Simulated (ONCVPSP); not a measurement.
## Ge (Z = 32): ONCV pseudisation with revPBE, scalar-relativistic reference atom.

| Property | Result |
| --- | --- |
| Element | Ge |
| Generator | ONCVPSP 4.0.1 |
| Type | optimised norm-conserving Vanderbilt (ONCV) |
| Functional | revPBE |
| Relativity | scalar-relativistic |
| Frozen core | [Ar] 3d10 |
| Valence charge | 4 |
| Reference configuration | 4s2 4p2 |
| Partial waves | 4s: rc 1.35 bohr, ncon 3, nbas 7, qcut 4.3 1/bohr, 3 projectors, debl 0.8 Ha; 4p: rc 2.20 bohr, ncon 4, nbas 8, qcut 3.2 1/bohr, 2 projectors, debl 3.3 Ha |
| Local potential | polynomial inside 0.85 bohr (lpopt 4, dvloc0 2 Ha) |
| Core correction | none |

All-electron outer shells of the reference configuration (revPBE, scalar-relativistic, ld1.x):

```json
{"shell": "3p", "level (eV)": "-115.62", "outermost node (bohr)": "0.23", "outermost maximum (bohr)": "0.54"}
{"shell": "3d", "level (eV)": "-29.26", "outermost node (bohr)": "–", "outermost maximum (bohr)": "0.50"}
{"shell": "4s", "level (eV)": "-11.67", "outermost node (bohr)": "0.77", "outermost maximum (bohr)": "1.75"}
{"shell": "4p", "level (eV)": "-3.85", "outermost node (bohr)": "0.82", "outermost maximum (bohr)": "2.22"}
```

Results:

```
Cutoffs needed           : 8.5 Ha and 47 Ha (the cutoffs (Ha) at which the residual kinetic energy of the hardest occupied pseudo-wave falls to 1 and 0.1 mHa per electron) The cutoffs count occupied waves only; projector 2 of the p channel, the hardest unoccupied one, needs 30 Ha at the loose tolerance.
Ghost test               : ghosts flagged at negative energy: s at -171.3 eV; GHOST(+) flagged for p at 148.1 eV; a true bound ghost makes a file unfit for plane-wave use
Largest excitation error : -114 meV (all-electron minus pseudo) for 4s1 4p0, out of 4 test configurations
```

Generation and tests took about 3.4 s on one core of a shared server CPU.
